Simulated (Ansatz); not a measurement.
All values below come from frozen-core CCSD(T)/cc-pVTZ // PBE-D3(BJ)/def2-TZVP in Ansatz (a quantum-chemistry and plane-wave program).

Ansatz 0.2 input:
```yaml
crystal:
  periodic: [false, false, false]
  atoms:
    - { symbol: C, position_ang: [1.337978, -0.208358, 0.748016] }
    - { symbol: C, position_ang: [0.251201, -0.012538, 0.24454] }
    - { symbol: N, position_ang: [-0.916882, 0.234894, -0.38715] }
    - { symbol: H, position_ang: [2.283689, -0.389495, 1.211705] }
    - { symbol: H, position_ang: [-1.485078, 0.967418, 0.034298] }
    - { symbol: H, position_ang: [-1.470907, -0.591921, -0.602751] }
basis:
  gaussian: { orbitals: cc-pVTZ }
correlation:
  method: ccsd_t
```

Output:

```
Functional definition: HF
756 factors; integrals over basis functions are off by at most 1.3e-3 eV
mean field evaluation 1: about -3587.0491 eV, gradient 2.9e1 eV
mean field evaluation 2: about -3587.0546 eV, gradient 2.9e1 eV
mean field evaluation 4: about -3589.1575 eV, gradient 2.7e0 eV
mean field evaluation 8: about -3589.1852 eV, gradient 7.4e-4 eV
mean field evaluation 16: about -3589.1798 eV, gradient 2.5e-1 eV
mean field -3589.18519094 eV, -131.9001229300 hartree, gradient 4.5e-6 eV, S^2 0.000000; 0 other end points of the search recorded, 0 dependent functions left out
3 core orbitals not correlated
reference -3589.18519094 eV, -131.9001229300 hartree; 8, 8 occupied and 121, 121 virtual orbitals, 756 factors
second order -14.10050157 eV of doubles, -0.00000000 eV of singles
cycle   1  -14.02339603 eV  change    7.7e-2 eV  update   8.5e-2
cycle   2  -14.39839514 eV  change   -3.7e-1 eV  update   2.6e-2
cycle   3  -14.48283120 eV  change   -8.4e-2 eV  update   1.2e-2
cycle   4  -14.48038370 eV  change    2.4e-3 eV  update   3.5e-3
cycle   5  -14.48211461 eV  change   -1.7e-3 eV  update   1.4e-3
cycle   6  -14.48251842 eV  change   -4.0e-4 eV  update   3.9e-4
cycle   7  -14.48242987 eV  change    8.9e-5 eV  update   1.4e-4
cycle   8  -14.48241562 eV  change    1.4e-5 eV  update   5.9e-5
cycle   9  -14.48242072 eV  change   -5.1e-6 eV  update   2.2e-5
cycle  10  -14.48240728 eV  change    1.3e-5 eV  update   6.7e-6
perturbative correction -0.69134210 eV, -0.0254063535 hartree
Total energy: -3604.35894032 eV, -132.4577479346 hartree
```

Cost: very roughly 10 core-seconds.
